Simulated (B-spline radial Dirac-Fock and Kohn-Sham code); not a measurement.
X-ray scattering factor of Os⁷⁰⁺

System: Os⁷⁰⁺ in the configuration [He] 2s2 2p2.

These are calculated numbers from a radial atomic solver; the model is Dirac-Fock densities. f₀ is the Fourier transform of the spherical electron density, S the Waller-Hartree incoherent function, and s = sin θ/λ.

| s (Å⁻¹) | f₀ | S |
| --- | --- | --- |
| 0 | 6.000 | 0.000 |
| 0.07 | 5.999 | 0.001 |
| 0.08 | 5.999 | 0.002 |
| 0.1 | 5.998 | 0.003 |
| 0.13 | 5.997 | 0.004 |
| 0.15 | 5.996 | 0.006 |
| 0.19 | 5.994 | 0.009 |
| 0.24 | 5.990 | 0.015 |
| 0.29 | 5.986 | 0.021 |
| 0.36 | 5.978 | 0.033 |
| 0.44 | 5.967 | 0.049 |
| 0.55 | 5.949 | 0.076 |
| 0.68 | 5.922 | 0.115 |
| 0.84 | 5.882 | 0.174 |
| 1.03 | 5.824 | 0.258 |
| 1.27 | 5.735 | 0.386 |
| 1.57 | 5.602 | 0.574 |
| 1.94 | 5.409 | 0.841 |
| 2.4 | 5.132 | 1.210 |
| 2.96 | 4.756 | 1.685 |
| 3.65 | 4.267 | 2.259 |
| 4.51 | 3.667 | 2.894 |
| 5.56 | 3.018 | 3.499 |

f₀ starts at the number of electrons, 6. The sum of ⟨r²⟩ over the electrons is 0.02308 bohr².
